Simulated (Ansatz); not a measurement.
```xyz
3

V     0.0000    0.0000    1.9320
F     0.0000    0.0000    0.0000
Mn    0.0000    0.0000   -1.8032
```

Basis set: pcseg-2 (spherical functions). Some runs use density fitting. Charge 0, multiplicity 4.

Computed with Ansatz (development build ahead of 0.2.0); each method stands on the lowest determinant of its kind that the runs found.

**Question.** Give the atomization energy at this shape (free ground-state atoms in the same class of orbitals less the molecule, no zero-point energy) of quartet MnVF by PBE0 (unrestricted), PBE (unrestricted).

**Answer.**

```json
{"method": "PBE0 (unrestricted)", "atomization energy": "5.61 eV"}
{"method": "PBE (unrestricted)", "atomization energy": "6.28 eV"}
```

Caution: a free atom is spin contaminated; another spin multiplicity may lie lower; the unrestricted determinant is a mixture of spin states.

The shape needn't be a minimum at these levels.
